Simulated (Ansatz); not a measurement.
Consider the ligand exchange at the Si–O bond: `O[Si@H](Cl)[Si@H](F)Cl` + H–F → `F[Si@H](Cl)[Si@@H](F)Cl` + H₂O.

Isolated molecules relaxed with PBE0-D4/def2-TZVP in Ansatz; ΔE leaves out vibrations. CCSD(T)/CBS adds triple-zeta CCSD(T) − MP2 to the extrapolated MP2 energy (def2 sets, frozen cores). This one scheme is used for every species. Functionals use def2-TZVPP. B3LYP here is the variant with VWN-RPA as its local correlation; programs differ in this. Each species was taken in one conformer, which may not be the lowest.

| level | ΔE (kJ/mol) | difference from CCSD(T)/CBS |
| --- | --- | --- |
| r2SCAN-D4 | -34.5 | -0.9 |
| B3LYP-D4 | -34.2 | -0.6 |
| ωB97X-V | -34.9 | -1.3 |
| ωB97M-V | -34.1 | -0.5 |
| PBE | -33.7 | -0.1 |
| r2SCAN | -35.2 | -1.6 |
| PBE0 | -33.1 | 0.5 |
| HF/def2-TZVPP | -40.7 | -7.1 |
| MP2/def2-TZVPP | -30.3 | 3.3 |
| SCS-MP2/def2-TZVPP | -33.3 | 0.3 |
| CCSD/def2-TZVPP | -34.0 | -0.4 |
| HF/def2-QZVPP | -42.4 | -8.8 |
| MP2/def2-QZVPP | -31.6 | 2.0 |
| HF/CBS(def2) | -42.7 | -9.1 |
| MP2/CBS(def2) | -31.5 | 2.1 |
| CCSD/CBS(def2) | -35.1 | -1.5 |
| CCSD(T)/CBS | -33.6 | 0 |

Largest T1 diagnostic among the species: 0.011.

In def2-TZVPP, CCSD(T) changes the Hartree–Fock value by +8.3 kJ/mol (the triples alone add +1.5 kJ/mol) and MP2 by +10.5 kJ/mol. The D4 term adds +3.8 kJ/mol with B3LYP and +2.1 kJ/mol with PBE0; it sums over pairs of atoms, weighted by their polarisabilities, and B3LYP, whose exchange is more repulsive, gets the larger term.
